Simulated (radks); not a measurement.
Values are calculated unless marked as measured or tabulated.
The table gives one normalised radial function P(r) = r R(r) of Pd44+ in [He] (r in bohr). Level of theory: scalar-relativistic Kohn-Sham, exchange-only LDA, spin-polarised, spherical densities, point nucleus (a radial shooting solver on a logarithmic mesh with Libxc functionals).

| r | P |
|---|---|
| 0.001267 | 0.8823 |
| 0.001475 | 1.0084 |
| 0.001703 | 1.1428 |
| 0.001983 | 1.3019 |
| 0.002309 | 1.4801 |
| 0.002688 | 1.6784 |
| 0.003129 | 1.8979 |
| 0.003642 | 2.1390 |
| 0.004207 | 2.3871 |
| 0.004897 | 2.6686 |
| 0.005701 | 2.9678 |
| 0.006637 | 3.2807 |
| 0.007726 | 3.6012 |
| 0.008995 | 3.9207 |
| 0.01039 | 4.2126 |
| 0.01209 | 4.4957 |
| 0.01408 | 4.7371 |
| 0.01639 | 4.9178 |
| 0.01908 | 5.0180 |
| 0.02221 | 5.0185 |
| 0.02565 | 4.9123 |
| 0.02986 | 4.6780 |
| 0.03477 | 4.3174 |
| 0.04047 | 3.8421 |
| 0.04712 | 3.2771 |
| 0.05441 | 2.6936 |
| 0.06335 | 2.0716 |
| 0.07375 | 1.4910 |
| 0.08585 | 0.9935 |
| 0.09995 | 0.6051 |
| 0.1164 | 0.3320 |

Which n and l does it have? It may be an empty orbital.

Answer. n = 1, l = 0: the number of nodes gives n - l - 1 = 0, the rise at small r (about r^(l+1), flatter next to the nucleus through relativity) gives l, and the extent must fit the shell. The curve is that of 1s. 1s: eigenvalue -28492 eV, 0 radial nodes, <r> = 0.0317 bohr, 90 % of the charge inside 0.0567 bohr.
